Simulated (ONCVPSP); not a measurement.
## What one change does to a pseudopotential (tellurium (Te), ONCV)

| Property | Result |
| --- | --- |
| Element | tellurium (Te) |
| Generator | ONCVPSP 4.0.1 |
| Type | optimised norm-conserving Vanderbilt (ONCV) |
| Functional | LDA (Perdew-Zunger) |
| Relativity | scalar-relativistic |
| Frozen core | [Ar] 3d10 |
| Valence charge | 24 |
| Reference configuration | 4s2 4p6 4d10 5s2 5p4 |
| Partial waves | 4s+5s: rc 1.20 bohr, ncon 3, nbas 6, qcut 7.8 1/bohr, 2 projectors; 4p+5p: rc 1.30 bohr, ncon 5, nbas 10, qcut 12.8 1/bohr, 2 projectors; 4d: rc 1.50 bohr, ncon 4, nbas 7, qcut 10.6 1/bohr, 2 projectors, debl 0.8 Ha |
| Local potential | polynomial inside 0.95 bohr (lpopt 5, dvloc0 6 Ha) |
| Core correction | Teter function, fcfact 2.75, rcfact 1.05 |

In the d channel the program set the typed energies aside and used -1.532, 0.250 Ha.

Change: p: rc 1.94.

Cutoffs: the cutoffs (Ha) at which the residual kinetic energy of the hardest occupied pseudo-wave falls to 1 and 0.1 mHa per electron; they do not see the model core or the augmentation charge, which bear on the density cutoff. Errors are all-electron minus pseudo energies relative to the spin-unpolarised reference configuration.

Q: Predict the effect on cutoff, ghosts and configuration errors.

A: The potential gets softer (53 Ha and 69 Ha → 42 Ha and 69 Ha); of the 4 tests that both files solve, the error grows in 4 and shrinks in 0 by more than 15 % and 0.3 meV (median size 8.7 → 12.3 meV); neither file shows a bound ghost. A larger radius leaves more room for a smooth pseudo-wave, so fewer plane waves are needed. More of the atom is replaced by a form fitted at one configuration, so other configurations suffer.

```tsv
quantity	base	changed
cutoff, loose	53 Ha	42 Ha
cutoff, tight	69 Ha	69 Ha
loose cutoff by channel	s 29 Ha, p 53 Ha, d 42 Ha	s 29 Ha, p 41 Ha, d 42 Ha
bound ghosts	none	none
GHOST(+) flags under 300 eV	none	none
error for 4s2 4p6 4d10 5s2 5p3, meV [ΔE 9.92 eV]	-1.8	-2.6
error for 4s2 4p6 4d10 5s2 5p2, meV [ΔE 28.09 eV]	-5.7	-7.9
error for 4s2 4p6 4d10 5s2 5p1, meV [ΔE 55.32 eV]	-12	-17
error for 4s2 4p5 4d10 5s2 5p4, meV [ΔE 122.71 eV]	-109	-294
s: phases at 1.22 bohr within 0.05 rad from the reference energy up to (Ha; the scan ends near 5)	to the end of the scan	to the end of the scan
d: phases at 1.52 bohr within 0.05 rad from the reference energy up to (Ha; the scan ends near 5)	to the end of the scan	to the end of the scan
rms error of d²Exc/dni dnj with the model core, mHa	1.88	1.98
```
